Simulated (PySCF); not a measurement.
**Where the electron goes**

Compound: C₅H₆FNS.
Atom-mapped SMILES: `[CH3:1][C@@H:2]([C:3]#[N:4])[S:5]/[CH:6]=[CH:7]/[F:8]` (hydrogens: H9, H10, H11 on C1; H12 on C2; H13 on C6; H14 on C7)

The calculation used PySCF 2.14.0, density-fitted response routines, TDDFT B3LYP/def2-SVPD, vertical, gas phase, core orbitals frozen in the response. Geometry: PBE0-D3(BJ)/def2-SVP, one conformer, isolated molecule. Torsions of this conformer, `[CH3:1][C@@H:2]([C:3]#[N:4])[S:5]/[CH:6]=[CH:7]/[F:8]`: C1–C2–S5–C6 -61°, C2–S5–C6–C7 -96°.

Frontier orbitals with the atoms that hold most of them (Löwdin shares over 4%, at most four atoms; ? is withheld):

```tsv
orbital	ε (eV)	atoms
HOMO-3	-9.41	N4 45%, C3 33%, C2 8%, C1 5%
HOMO-2	-9.35	N4 37%, C3 27%, S5 15%, C6 6%
HOMO-1	-7.87	C6 33%, C7 25%, S5 14%, F8 13%
HOMO	-7.20	?
LUMO	-1.29	?
LUMO+1	-0.35	S5 26%, N4 18%, C3 16%, C2 13%
LUMO+2	0.05	S5 29%, C6 14%, C3 10%, N4 9%
```

Task: Give the leading atoms of the HOMO.

Result: S5 (bonded to 2 C) 70%; C6 (bonded to C, S and H) 10%; C2 (bonded to 2 C, S and H) 6%. By element: sulfur 70%, carbon 16% or more.

Task: Give the leading atoms of the LUMO.

Result: C7 (bonded to C, F and H) 28%; C6 (bonded to C, S and H) 20%; S5 (bonded to 2 C) 18%; C2 (bonded to 2 C, S and H) 9%. By element: carbon 57% or more, sulfur 18%.

Task: How does S1 compare with the orbital gap of 5.91 eV?

Result: S1 is at 4.73 eV (f = 0.0032), 1.18 eV below the gap, made of HOMO→LUMO (98%). 

Task: One configuration dominates each of S1, S2, S4 and S6. Which, and how do the shares of the two leading atoms of either orbital change from the occupied to the empty one?

Result: 
- S1 (4.73 eV, f 0.0032), HOMO→LUMO (98%): S5 70% → 18%, C6 10% → 20%, C7 at most 4% → 28%
- S2 (5.81 eV, f 0.013), HOMO→LUMO+1 (91%): S5 70% → 26%, C6 10% → at most 13%, N4 at most 4% → 18%
- S4 (6.20 eV, f 0.156), HOMO-1→LUMO (79%): C6 33% → 20%, C7 25% → 28%
- S6 (6.71 eV, f 0.041), HOMO-1→LUMO+1 (71%): C6 33% → at most 13%, C7 25% → at most 13%, S5 14% → 26%, N4 at most 13% → 18%
